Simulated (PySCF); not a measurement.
Which proton of 1,1,1-trifluoroacetone is most acidic?

Parent: 1,1,1-trifluoroacetone, `CC(=O)C(F)(F)F` (C3H3F3O). Optimised structure (Å), atoms numbered from 1:
```
C     1.2423    0.1303   -0.4296
C     0.1848    0.1711    0.6272
O     0.3589    0.4568    1.7782
C    -1.2485   -0.1932    0.1475
F    -1.2583   -1.4365   -0.3492
F    -2.1319   -0.1235    1.1224
F    -1.6268    0.6391   -0.8318
H     2.2169    0.3562    0.0185
H     1.2635   -0.8600   -0.9100
H     1.0115    0.8639   -1.2179
```

Computed at ωB97X-D3(BJ)/ma-def2-TZVP // PBE0-D3(BJ)/ma-def2-SVP with PySCF (density fitting, grid level 2). Thermal corrections: PBE0-D3(BJ)/ma-def2-SVP frequencies, unscaled, ideal gas at 298.15 K and 1 bar, quasi-RRHO entropy.

| site | product | ΔH(acid) / eV | ΔG(acid) / eV |
| --- | --- | --- | --- |
| C1 (carbon α to the carbonyl-type group) | `[CH2-]C(=O)C(F)(F)F` | 15.27 | 14.98 |

ΔH and ΔG refer to AH → A⁻ + H⁺ in the gas phase. Sites whose products fell apart, merged with another or lost in a GFN2-xTB screen aren't listed.

Measured values (NIST Chemistry WebBook, evaluated or the median of agreeing entries): deprotonation enthalpy (ΔH) 1464 kJ/mol (computed 1474, difference 10); gas-phase acidity (ΔG) 1434 kJ/mol (computed 1446, difference 12).

Hardware: 1 thread of Arm Neoverse V1, shared with other jobs. Command: `OMP_NUM_THREADS=1 python redox_run.py task.json out`. Structures, frequencies and single points: 12 min.
